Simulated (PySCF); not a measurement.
Species: C4H8F2Si.
Atom-mapped SMILES: `[CH3:1][C@@:2]1([CH:3]([F:4])[F:5])[CH2:6][SiH2:7]1` (hydrogens: H8, H9, H10 on C1; H11 on C3; H12, H13 on C6; H14, H15 on Si7)

Computed with PySCF at CAM-B3LYP/def2-SVPD, non-relativistic, on one gas-phase PBE0-D3(BJ)/def2-SVP geometry that isn't relaxed in the solvent. The solvent is an IEF-PCM continuum (cavity from Bondi-type radii × 1.2), and excitations are vertical TDDFT with non-equilibrium linear response and a frozen core. Specific hydrogen bonds and non-electrostatic terms are outside this model.

Gas-phase singlets (H = HOMO, L = LUMO):

```csv
state,E (eV),λ (nm),f,leading configuration
S1,6.471,192,0.226,H→L 96%
S2,6.612,188,0.001,H→L+1 76%
S3,7.128,174,0.020,H→L+2 73%
S4,7.184,173,0.011,H→L+3 34%
S5,7.327,169,0.005,H-1→L 40%
```

Give the list for chloroform (ε = 4.711), n² = 2.09.

```
state  E (eV)  λ (nm)      f  leading configuration  change by rank (eV)
   S1   6.412     193  0.305                H→L 97%               -0.059
   S2   6.704     185  0.002              H→L+1 69%               +0.092
   S3   7.118     174  0.011              H→L+2 61%               -0.010
   S4   7.190     172  0.031              H→L+3 32%               +0.006
   S5   7.348     169  0.008              H→L+6 40%               +0.021
```

The ground-state energy changes by -0.121 eV from gas to chloroform. By how much does the total energy of gas-phase S1 change?

E(S1) = E(S0) + excitation energy, so it changes by -0.121 − 0.059 = -0.180 eV: it is lowered more than the ground state, which is what a red shift means. This is the vertical state, with the slow part of the continuum still set for S0.

How do the frontier levels move from gas to chloroform?

| orbital | gas (eV) | solvent (eV) | change (eV) | Löwdin shares, gas | Löwdin shares, solvent |
| --- | --- | --- | --- | --- | --- |
| LUMO+2 | 1.53 | 1.71 | +0.18 | Si7 37 %, H15 15 %, H14 12 %, C6 7 % | Si7 30 %, H15 16 %, H14 10 %, F4 10 % |
| LUMO+1 | 1.17 | 1.38 | +0.21 | Si7 33 %, H14 11 %, H15 9 %, H11 7 % | Si7 28 %, C3 9 %, C1 9 %, H14 8 % |
| LUMO | 0.79 | 1.01 | +0.22 | Si7 39 %, C6 14 %, H14 12 %, H15 11 % | Si7 38 %, C6 13 %, H14 12 %, H15 11 % |
| HOMO | -8.53 | -8.34 | +0.19 | Si7 28 %, C2 26 %, C6 20 %, C1 6 % | Si7 28 %, C2 26 %, C6 20 %, C1 6 % |
| HOMO-1 | -9.96 | -9.77 | +0.19 | C6 33 %, C2 22 %, Si7 12 %, C1 8 % | C6 32 %, C2 23 %, Si7 12 %, C1 8 % |
| HOMO-2 | -11.00 | -10.92 | +0.08 | C3 20 %, C2 17 %, F5 16 %, F4 16 % | C3 20 %, C2 17 %, F5 14 %, F4 14 % |
| HOMO-3 | -11.64 | -11.38 | +0.26 | Si7 38 %, H15 24 %, H14 22 %, C6 6 % | Si7 38 %, H15 24 %, H14 22 %, C6 6 % |

The HOMO–LUMO gap goes from 9.32 to 9.35 eV. Rows go by rank; for LUMO+1 the atom shares or the degeneracy differ between the runs, so the row needn't follow one orbital.

Shape of the structure used: `[CH3:1][C@@:2]1([CH:3]([F:4])[F:5])[CH2:6][SiH2:7]1`: C1–C2–C3–F4 58°.
